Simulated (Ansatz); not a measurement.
## GeSiH6 (SMILES [SiH3][GeH3]): the electronic atomisation energy, rung by rung

GeSiH6: 8 atoms, total charge 0, spin state singlet. As SMILES, `[SiH3][GeH3]`. Geometry: relaxed at PBE0-D4/def2-TZVP.

```xyz
8

Si   -0.5167    0.3865   -1.0102
Ge    0.5297   -0.3938    0.9774
H    -1.8949    0.8572   -0.7109
H    -0.5908   -0.7084   -2.0133
H     0.2608    1.5145   -1.5874
H     0.6191    0.7336    2.0194
H     1.9543   -0.8905    0.6791
H    -0.2693   -1.5562    1.5901
```

Each level gives the electronic atomisation energy (eV). The values are calculated. Electronic energies at fixed atoms, without zero-point motion or spin-orbit coupling.

```json
{"level": "HF/cc-pVDZ", "kind": "Hartree–Fock", "program": "Ansatz", "value (eV)": "16.52", "CPU time (all runs)": "3 s"}
{"level": "PBE/cc-pVDZ", "kind": "GGA", "program": "Ansatz", "value (eV)": "21.22", "CPU time (all runs)": "8.8 s"}
{"level": "revPBE/cc-pVDZ", "kind": "GGA", "program": "Ansatz", "value (eV)": "20.75", "CPU time (all runs)": "8.8 s"}
{"level": "r2SCAN0/cc-pVDZ", "kind": "hybrid meta-GGA", "program": "Ansatz", "value (eV)": "21.65", "CPU time (all runs)": "21 s"}
{"level": "CAM-B3LYP/cc-pVDZ", "kind": "range-separated hybrid", "program": "Ansatz", "value (eV)": "21.67", "CPU time (all runs)": "10 s"}
{"level": "wB97M-V/cc-pVDZ", "kind": "range-separated hybrid", "program": "Ansatz", "value (eV)": "21.87", "CPU time (all runs)": "75 s"}
{"level": "wB97X/cc-pVDZ", "kind": "range-separated hybrid", "program": "Ansatz", "value (eV)": "21.90", "CPU time (all runs)": "32 s"}
{"level": "CCSD/cc-pVDZ", "kind": "coupled cluster or CI", "program": "Ansatz", "value (eV)": "20.49", "CPU time (all runs)": "8.2 s"}
```

All-electron rows without a relativistic Hamiltonian named are non-relativistic. Correlated wave functions underbind in double-zeta sets. The values span 16.52 to 21.90 eV. In the correlated wave-function rows the outer d shell of Ge is correlated, in sets not made for it. CPU times are rough (shared hosts, several kinds of processor and program).
